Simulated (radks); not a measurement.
Spin polarisation of the 4f7 shell in Gd+. Start: [Xe] 4f(up 3.5, down 3.5) 5d(up 0.5, down 0.5) 6s(up 0.5, down 0.5); electrons of 4f are moved from spin down to spin up, other shells keep equal spins. Calculated with a radial shooting solver on a logarithmic mesh with Libxc functionals: non-relativistic Kohn-Sham, PBE, spin-polarised, spherical densities, point nucleus.

moment (Bohr magnetons)  E - E(0) (eV)  e(4f up) (eV)  e(4f down) (eV)  6s down minus up (eV)
0                                0.000        -19.177          -19.177                 0.000
1                               -0.201        -19.564          -18.760                  0.031
2                               -0.804        -19.920          -18.313                  0.062
3                               -1.809        -20.246          -17.835                  0.093
4                               -3.215        -20.541          -17.326                  0.125
5                               -5.023        -20.802          -16.786                  0.157
6                               -7.231        -21.030          -16.213                  0.190
7                               -9.839        -21.222          -15.606                  0.224

At moment 7 the spin-polarisation energy is -9.839 eV and the 4f exchange splitting 5.617 eV, that is 0.802 eV per Bohr magneton; E = -I m^2/4 would give I = 0.803 eV.
